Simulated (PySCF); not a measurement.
In(Cl)(Et)(OH) (C2H6ClInO), SMILES [OH][In]([Cl])[CH2]C.

Geometry optimised at PBE0-D3(BJ)/def2-SVP. The def2 effective core potentials stand for the cores of In; spin–orbit coupling is left out. Other conformers were not sampled.

Two levels are set side by side: TDDFT-PBE/def2-SVPD (PySCF) and TDDFT-ωB97X/def2-SVPD (PySCF). Vertical, same geometry. The lowest singlet is HOMO−1→LUMO 99 % with PBE and HOMO→LUMO+1 82 % with the other functional; states are paired by order. Differences are taken from unrounded values.

```
quantity                               TDDFT-PBE
-------------------------------------  ---------
lowest singlet excitation (eV)              4.76
lowest triplet excitation (TDA) (eV)        4.33
first bright state (f over 0.05) (eV)       5.58
its oscillator strength                     0.12
```

Problem. These are the TDDFT-PBE values. What does TDDFT-ωB97X give? (An estimate is asked for; the answer gives what the named calculation found.)

Solution. 
```csv
quantity,TDDFT-ωB97X,TDDFT-PBE minus TDDFT-ωB97X
lowest singlet excitation (eV),6.12,-1.37
lowest triplet excitation (TDA) (eV),5.20,-0.87
first bright state (f over 0.05) (eV),6.26,-0.68
its oscillator strength,0.17,-0.05
```

A lower first singlet is the usual sign of a functional without exact exchange. Differences between two approximate levels are no errors against the true value.

Rough cost on one machine, each run with all the roots and properties that it gave: TDDFT-ωB97X against TDDFT-PBE about 7 times.
